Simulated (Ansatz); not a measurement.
Born–Oppenheimer molecular dynamics of BH3SSi2 (7 atoms, charge 0, multiplicity 1). It starts from a relaxed structure.

Method: RKS B3LYP-D4/6-31G* (Ansatz 0.2.0).

```yaml
ensemble: NVT, Langevin thermostat
time_step: 0.5 fs
steps_asked: 150
set_temperature: 500 K
friction: 0.01 /fs
seed: 104983
```

First frame:

```xyz
7
Properties=species:S:1:pos:R:3
B -1.448 -0.126 -0.365
Si -0.462 1.485 -0.923
Si 1.048 0.266 0.390
S -0.005 -1.167 -0.911
H -2.507 -0.588 -0.089
H 0.868 -0.142 1.806
H 2.506 0.273 0.092
```

Task: What does the run give?

Result: All steps were run.

```yaml
steps_done: 150
time_covered: 75 fs
mean_temperature_over_the_second_half: 497 K
spread_of_the_potential_energy_over_the_second_half: 9.4 meV per atom
mean_potential_energy_of_the_second_half_above_the_start: 34.7 meV per atom
```

A run of 0.075 ps of so small a system gives no equilibrium averages.

Task: What happens to the structure?

Result: No bond is clearly made or broken; grazing contacts change: Si2–S4 2.69 → 2.81 Å. Pairs count as bonded within 1.25 times the sum of covalent radii (0.12 Å more for H–H). This is one draw of velocities; another would differ in detail.

Task: How do temperature and energy run in time?

Result: 
```csv
time (fs),T (K),potential energy less start (eV)
0,429,0.000
3.5,378,0.062
7,311,0.091
10.5,254,0.176
14,293,0.159
17.5,295,0.208
21,364,0.186
24.5,389,0.214
28,411,0.201
31.5,484,0.178
35,461,0.180
38.5,388,0.245
42,484,0.259
45.5,530,0.250
49,624,0.212
52.5,600,0.267
56,440,0.354
59.5,450,0.329
63,432,0.272
66.5,588,0.130
70,519,0.170
73.5,438,0.167
```

The run took 5 min on 1 thread of Arm Neoverse V2, with other jobs on the host, peak memory 0.14 GiB.
